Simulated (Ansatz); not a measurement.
Job for Ansatz (an electronic-structure program): R-RI-MP2/cc-pVQZ on BFH3NO (SMILES NB(O)F), a point of a torsion scan. Files ending in .json are basis or fitting sets from the Basis Set Exchange.

Ansatz 0.2 input:
```yaml
crystal:
  periodic: [false, false, false]
  atoms:
    - {symbol: N, position_ang: [0.96524787, -0.33400182, -0.11922635]}
    - {symbol: B, position_ang: [0.08575792, 0.73478221, 0.17322914]}
    - {symbol: O, position_ang: [0.13771794, 1.90846672, -0.47139476]}
    - {symbol: F, position_ang: [-0.78496834, 0.60723837, 1.20285292]}
    - {symbol: H, position_ang: [1.95929652, -0.19852611, -0.09911988]}
    - {symbol: H, position_ang: [0.74671552, -1.19633486, 0.35925444]}
    - {symbol: H, position_ang: [-0.49752154, 2.55937921, -0.17322782]}
basis:
  gaussian:
    orbitals: cc-pVQZ
    fitting: {mean_field: def2-universal-JKFIT, correlation: cc-pVQZ-RIFIT.json}
magnetization: {spin_polarized: false}
correlation: {method: mp2, electrons: outside_noble_gas}
scf: {lower_state_search: off}
```

Output:

```
WARN ansatz: RAYON_NUM_THREADS=1 ignored (pool sized by the plan → 1); use --threads N
Functional definition: HF
these checks for a lower state are left out or cut short: stability, starts, cluster_reference, orbital_swaps, neighbouring_geometries, increment
integrals: 0.32 GiB planned
360 factors; integrals over basis functions are off by at most 2.6e0 eV
mean field: 0.52 GiB planned
mean field evaluation 1: about -6947.8240 eV, gradient 4.7e1 eV
mean field evaluation 2: about -6950.6976 eV, gradient 2.6e1 eV
mean field evaluation 4: about -6951.6786 eV, gradient 8.0e-1 eV
mean field -6951.68017166 eV, -255.4695342903 hartree, gradient 9.5e-7 eV, S^2 0.000000; 0 other end points of the search recorded, 0 dependent functions left out
4 core orbitals not correlated
693 factors; their error is unknown
reference -6951.68017166 eV, -255.4695342903 hartree; 12, 12 occupied and 294, 294 virtual orbitals, 693 factors
second order -23.52453045 eV of doubles, -0.00000000 eV of singles
Total energy: -6975.20470211 eV, -256.3340448388 hartree
Checks for a lower state left out: stability, starts, cluster_reference, orbital_swaps, neighbouring_geometries, increment
```

The run converged.

Cost: about 1.9 core-seconds (a rough figure).
